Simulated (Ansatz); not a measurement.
Relaxation of CH6SSn (9 atoms, charge 0, multiplicity 1), to a largest force component of 0.015 eV/Å in at most 40 steps.

Computed with Ansatz, RKS PBE/def2-SVP.

```xyz
9
Properties=species:S:1:pos:R:3
C -0.712 0.963 -0.952
S -0.755 -0.808 -1.074
Sn 0.645 -1.057 0.849
H -1.308 1.429 -1.789
H 0.276 1.392 -1.081
H -1.191 1.343 0.007
H 2.223 -0.234 0.576
H 1.013 -2.742 1.147
H -0.103 -0.333 2.300
```

Q: Where does it end, and by what steps?

A: It converged. The force dipped under the threshold on the way, but the program's further checks kept it going. After 7 steps the energy has fallen by 0.205 eV; H6 moved furthest, 0.18 Å.

| step | energy less start (eV) | largest force component (eV/Å) | accepted |
| --- | --- | --- | --- |
| 0 | 0.0000 | 1.740 | yes |
| 1 | -0.1220 | 0.732 | yes |
| 2 | -0.0918 | 0.777 | no |
| 3 | -0.1984 | 0.164 | yes |
| 4 | -0.2033 | 0.077 | yes |
| 5 | -0.2049 | 0.011 | yes |
| 6 | -0.2051 | 0.015 | yes |
| 7 | -0.2051 | 0.009 | yes |

```xyz
9
Properties=species:S:1:pos:R:3
C -0.774 1.070 -1.015
S -0.680 -0.766 -0.990
Sn 0.756 -1.109 0.958
H -1.411 1.333 -1.881
H 0.221 1.536 -1.159
H -1.247 1.475 -0.099
H 2.281 -0.327 0.702
H 0.944 -2.817 1.100
H -0.001 -0.441 2.367
```

Whether the end is a true minimum wasn't checked by a vibrational analysis.

The run took 19 s on 1 thread of Intel(R) Xeon(R) Processor @ 2.70GHz, on a shared host, peak memory 0.14 GiB.
